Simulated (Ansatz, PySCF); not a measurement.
Energy difference R1 + R2 → 2 P1, each structure at its B3LYP-D3(BJ)/def2-TZVP stationary point, reached from a drawn start (curvature not checked).
P1, NO (SMILES [N]=O) (charge 0, multiplicity 2):
```
atom   x (Å)   y (Å)    z (Å)
----  ------  ------  -------
N     0.0000  0.0000  -0.5725
O     0.0000  0.0000   0.5725
```
R1, N2 (SMILES N#N) (charge 0, multiplicity 1):
| atom | x (Å) | y (Å) | z (Å) |
|---|---|---|---|
| N | 0.0000 | 0.0000 | 0.5455 |
| N | 0.0000 | 0.0000 | -0.5455 |
R2: O2 (SMILES O=O), charge 0, multiplicity 3.

```json
[
 {"level": "HF/cc-pVDZ", "reaction energy (kcal/mol)": "38.32", "minus CCSD(T)/cc-pVQZ": "-5.19"},
 {"level": "HF/cc-pVTZ", "reaction energy (kcal/mol)": "41.10", "minus CCSD(T)/cc-pVQZ": "-2.40"},
 {"level": "HF/cc-pVQZ", "reaction energy (kcal/mol)": "41.41", "minus CCSD(T)/cc-pVQZ": "-2.10"},
 {"level": "SVWN5/def2-TZVPP", "reaction energy (kcal/mol)": "44.67", "minus CCSD(T)/cc-pVQZ": "1.16"},
 {"level": "PBE/def2-TZVPP", "reaction energy (kcal/mol)": "43.07", "minus CCSD(T)/cc-pVQZ": "-0.43"},
 {"level": "PBE-D4/def2-TZVPP", "reaction energy (kcal/mol)": "43.07", "minus CCSD(T)/cc-pVQZ": "-0.43"},
 {"level": "BLYP/def2-TZVPP", "reaction energy (kcal/mol)": "42.94", "minus CCSD(T)/cc-pVQZ": "-0.57"},
 {"level": "BLYP-D3(BJ)/def2-TZVPP", "reaction energy (kcal/mol)": "42.98", "minus CCSD(T)/cc-pVQZ": "-0.53"},
 {"level": "BLYP-D4/def2-TZVPP", "reaction energy (kcal/mol)": "42.94", "minus CCSD(T)/cc-pVQZ": "-0.56"},
 {"level": "revPBE/def2-TZVPP", "reaction energy (kcal/mol)": "42.93", "minus CCSD(T)/cc-pVQZ": "-0.58"},
 {"level": "revPBE-D3(BJ)/def2-TZVPP", "reaction energy (kcal/mol)": "42.98", "minus CCSD(T)/cc-pVQZ": "-0.53"},
 {"level": "revPBE-D4/def2-TZVPP", "reaction energy (kcal/mol)": "42.94", "minus CCSD(T)/cc-pVQZ": "-0.57"},
 {"level": "r2SCAN-D3(BJ)/def2-TZVPP", "reaction energy (kcal/mol)": "45.35", "minus CCSD(T)/cc-pVQZ": "1.84"},
 {"level": "r2SCAN-D4/def2-TZVPP", "reaction energy (kcal/mol)": "45.34", "minus CCSD(T)/cc-pVQZ": "1.84"},
 {"level": "B97M-V/def2-TZVPP", "reaction energy (kcal/mol)": "45.24", "minus CCSD(T)/cc-pVQZ": "1.73"},
 {"level": "B3LYP/def2-TZVPP", "reaction energy (kcal/mol)": "43.02", "minus CCSD(T)/cc-pVQZ": "-0.48"},
 {"level": "B3LYP-D3(BJ)/def2-TZVPP", "reaction energy (kcal/mol)": "43.05", "minus CCSD(T)/cc-pVQZ": "-0.45"},
 {"level": "B3LYP-D4/def2-TZVPP", "reaction energy (kcal/mol)": "43.03", "minus CCSD(T)/cc-pVQZ": "-0.48"},
 {"level": "PBE0/def2-TZVPP", "reaction energy (kcal/mol)": "43.05", "minus CCSD(T)/cc-pVQZ": "-0.46"},
 {"level": "PBE0-D4/def2-TZVPP", "reaction energy (kcal/mol)": "43.05", "minus CCSD(T)/cc-pVQZ": "-0.46"},
 {"level": "BHLYP/def2-TZVPP", "reaction energy (kcal/mol)": "42.63", "minus CCSD(T)/cc-pVQZ": "-0.88"},
 {"level": "BHLYP-D3(BJ)/def2-TZVPP", "reaction energy (kcal/mol)": "42.65", "minus CCSD(T)/cc-pVQZ": "-0.85"},
 {"level": "BHLYP-D4/def2-TZVPP", "reaction energy (kcal/mol)": "42.63", "minus CCSD(T)/cc-pVQZ": "-0.87"},
 {"level": "CAM-B3LYP/def2-TZVPP", "reaction energy (kcal/mol)": "42.68", "minus CCSD(T)/cc-pVQZ": "-0.83"},
 {"level": "CAM-B3LYP-D3(BJ)/def2-TZVPP", "reaction energy (kcal/mol)": "42.69", "minus CCSD(T)/cc-pVQZ": "-0.82"},
 {"level": "CAM-B3LYP-D4/def2-TZVPP", "reaction energy (kcal/mol)": "42.68", "minus CCSD(T)/cc-pVQZ": "-0.83"},
 {"level": "B2PLYP/def2-TZVPP", "reaction energy (kcal/mol)": "44.26", "minus CCSD(T)/cc-pVQZ": "0.75"},
 {"level": "B2PLYP-D3(BJ)/def2-TZVPP", "reaction energy (kcal/mol)": "44.27", "minus CCSD(T)/cc-pVQZ": "0.77"},
 {"level": "B2PLYP-D4/def2-TZVPP", "reaction energy (kcal/mol)": "44.26", "minus CCSD(T)/cc-pVQZ": "0.75"},
 {"level": "MP2/cc-pVDZ", "reaction energy (kcal/mol)": "48.28", "minus CCSD(T)/cc-pVQZ": "4.77"},
 {"level": "MP2/cc-pVTZ", "reaction energy (kcal/mol)": "50.07", "minus CCSD(T)/cc-pVQZ": "6.56"},
 {"level": "MP2/cc-pVQZ", "reaction energy (kcal/mol)": "50.06", "minus CCSD(T)/cc-pVQZ": "6.55"},
 {"level": "MP2/CBS(cc-pVTZ, cc-pVQZ)", "reaction energy (kcal/mol)": "49.83", "minus CCSD(T)/cc-pVQZ": "6.32"},
 {"level": "SCS-MP2/cc-pVTZ", "reaction energy (kcal/mol)": "44.74", "minus CCSD(T)/cc-pVQZ": "1.23"},
 {"level": "SCS-MP2/cc-pVQZ", "reaction energy (kcal/mol)": "44.68", "minus CCSD(T)/cc-pVQZ": "1.17"},
 {"level": "CCSD/cc-pVTZ", "reaction energy (kcal/mol)": "43.75", "minus CCSD(T)/cc-pVQZ": "0.24"},
 {"level": "CCSD/cc-pVQZ", "reaction energy (kcal/mol)": "43.90", "minus CCSD(T)/cc-pVQZ": "0.39"},
 {"level": "CCSD(T)/cc-pVDZ", "reaction energy (kcal/mol)": "40.65", "minus CCSD(T)/cc-pVQZ": "-2.86"},
 {"level": "CCSD(T)/cc-pVTZ", "reaction energy (kcal/mol)": "43.34", "minus CCSD(T)/cc-pVQZ": "-0.16"},
 {"level": "CCSD(T)/cc-pVQZ", "reaction energy (kcal/mol)": "43.51", "minus CCSD(T)/cc-pVQZ": "0.00"}
]
```

 The comparison column counts from a level with limits of its own.

P less R. No zero-point or thermal terms; singlets are restricted closed shells; open shells are unrestricted; no spin–orbit coupling.

Correlated levels freeze the cores. CBS: X⁻³ extrapolation of the correlation energy, Hartree–Fock from the larger set.

The values were computed with Ansatz (Gaussian basis) for Hartree–Fock, density functionals and correlated methods; PySCF for the D3/D4 terms. Each number belongs to the level named beside it.

Ansatz is an electronic-structure program.
